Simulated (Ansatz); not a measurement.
Consider the isomerisation: `NCC1O[SiH2]1` → `CNC(=O)[SiH3]`.

Computed with Ansatz on PBE0-D4/def2-TZVP structures; ΔE is electronic, products minus reactants. CBS: MP2 limit from def2 TZ/QZ plus the TZ coupled-cluster correction, frozen cores. DFT in def2-TZVPP. One conformer a species, not always the lowest.

| level | ΔE (kJ/mol) | difference from CCSD(T)/CBS |
| --- | --- | --- |
| LDA (SPW92) | -56.3 | -9.7 |
| r2SCAN0-D4 | -54.8 | -8.2 |
| B2PLYP | -63.6 | -17.0 |
| PBE-QIDH | -50.2 | -3.6 |
| PBE | -65.8 | -19.2 |
| PBE0 | -58.5 | -11.9 |
| CCSD(T)/def2-SVP | -91.1 | -44.5 |
| SCS-MP2/def2-TZVPP | -50.4 | -3.8 |
| HF/def2-QZVPP | -77.4 | -30.8 |
| MP2/def2-QZVPP | -41.6 | 5.0 |
| CCSD(T)/CBS | -46.6 | 0 |

Largest T1 diagnostic among the species: 0.016.

Leaving LDA and LC-ωPBE aside and taking each functional with its dispersion term where it has one, the values, not all of them listed here, spread over 27.9 kJ/mol, from BLYP-D4 to PBE-QIDH. LDA lies +9.5 kJ/mol from PBE without D4. From r2SCAN to r2SCAN0 (25 % exact exchange), in def2-TZVPP and without D4, ΔE moves by +5.5 kJ/mol. At CCSD(T), def2-SVP lies −44.5 kJ/mol from the extrapolated value and def2-TZVPP −4.9 kJ/mol.

CCSD(T)/CBS has its own doubt, a few kJ/mol and more with outer-core shells, so smaller differences from it don't rank the levels.
